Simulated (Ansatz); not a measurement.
Consider the ligand exchange at a Zr–F bond: `[F][Zr]([Cl])([Cl])[Cl]` + CH₃NH₂ → `C[NH][Zr]([Cl])([Cl])[Cl]` + H–F.

Program: Ansatz. Geometries: PBE0-D4/def2-TZVP. ΔE: electronic, gas phase. CBS: MP2 limit from def2 TZ/QZ plus the TZ coupled-cluster correction, frozen cores. This one scheme is used for every species. Functionals use def2-TZVPP. def2 core potentials past Kr. For Zr outer-core shells are correlated without core-valence functions, which leaves a few kJ/mol of doubt a bond. One conformer a species, not always the lowest.

`[F][Zr]([Cl])([Cl])[Cl]`:

```xyz
5

F    -1.675    0.508    0.880
Zr   -0.070    0.021    0.037
Cl   -0.306   -2.098   -0.885
Cl    0.408    1.558   -1.638
Cl    1.642    0.010    1.606
```

CH₃NH₂:

Cartesian coordinates in Å:
```
C 0.447 -0.136 -0.323
N -0.624 -0.068 0.656
H 0.491 0.703 -1.033
H 0.351 -1.058 -0.901
H 1.408 -0.183 0.195
H -1.525 -0.034 0.197
H -0.548 0.775 1.210
```

`C[NH][Zr]([Cl])([Cl])[Cl]`:

Cartesian coordinates in Å:
```
C -1.244 0.833 -0.333
N -0.205 0.414 0.590
Zr 1.221 -0.892 0.153
Cl 0.146 -2.878 -0.485
Cl 2.551 -1.116 2.063
Cl 2.374 -0.038 -1.704
H -2.241 0.582 0.042
H -1.122 0.325 -1.294
H -1.200 1.909 -0.528
H -0.281 0.862 1.495
```

H–F:

```xyz
2

F     0.039    0.090   -0.449
H    -0.039   -0.090    0.449
```

CCSD(T)/CBS gives +0.87 eV.

Q: Another level gave +1.14 eV. Which?
A. PBE/def2-TZVPP
B. revPBE-D4/def2-TZVPP
C. B2PLYP/def2-TZVPP
D. HF/def2-TZVPP

A: D. HF/def2-TZVPP 1.14, revPBE-D4 0.96, PBE 1.07, B2PLYP 1.01 eV.

Q: What do rigid-rotor, harmonic-oscillator terms from PBE0-D4/def2-TZVP frequencies (298.15 K, 1 bar) make of the CCSD(T)/CBS value? (Best estimate.)

A: The calculation gave: ΔZPE = -0.09 eV, ΔH = +0.82 eV, ΔS = -1 J/(mol·K), ΔG = +0.82 eV.

Largest T1 diagnostic among the species: 0.016.

From r2SCAN to r2SCAN0 (25 % exact exchange), in def2-TZVPP and without D4, ΔE moves by −0.05 eV. The D4 term adds −0.13 eV with B3LYP and −0.08 eV with PBE0; it sums over pairs of atoms, weighted by their polarisabilities, and B3LYP, whose exchange is more repulsive, gets the larger term. At CCSD(T), def2-SVP lies +0.10 eV from the extrapolated value and def2-TZVPP −0.01 eV.

B3LYP here is the variant with VWN-RPA as its local correlation; programs differ in this.
